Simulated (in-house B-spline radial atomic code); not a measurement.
## Ionising Ar VI (Ar5+) with different functionals

Computed with a B-spline radial code for spherical atoms: scalar-relativistic (spin-free X2C) Hamiltonian, Fermi nucleus of rms radius 3.4274 fm, spin-polarised at highest spin, spherical fractional occupations for the functionals, the average over the highest-spin determinants for Hartree-Fock. The ionisation energy is the difference of two self-consistent energies, [Ne] 3s2 3p1 → [Ne] 3s2, without Breit or QED terms; ε is the level of the shell that loses the electron (its least bound occupied spin orbital).

Hybrids are left out here: with spherical fractional occupations of an open shell their exact exchange keeps a self-interaction that integer-occupation calculations don't have.

```
           method          rung  ΔSCF (eV)  -ε(3p) (eV)
     Hartree-Fock  Hartree-Fock      90.17        90.43
         LDA VWN5           LDA      91.21        82.97
         LDA PW92           LDA      91.20        82.96
LDA exchange-only           LDA      89.70        81.57
              PBE           GGA      91.03        82.91
           PBEsol           GGA      90.98        82.85
             BLYP           GGA      91.05        82.84
             RPBE           GGA      90.96        82.88
             PW91           GGA      91.17        83.02
             BP86           GGA      91.16        83.00
             AM05           GGA      90.96        82.82
             OLYP           GGA      91.06        83.06
             TPSS      meta-GGA      90.99        82.97
             SCAN      meta-GGA      90.82        82.99
           r2SCAN      meta-GGA      90.78        82.94
          revTPSS      meta-GGA      90.89        82.89
```

(1) How do they compare with the NIST value?

## Answers

(1) NIST lists 91.29 eV ± 0.01 (measured, ground level to ground level). Errors run from -1.59 to -0.08 eV; LDA VWN5 is closest (-0.08 eV), though others lie within the uncertainty of it, and part of that can be cancellation, since the calculations leave out spin-orbit coupling, Breit-QED terms, multiplet and fine-structure energies. Hartree-Fock also lacks correlation.
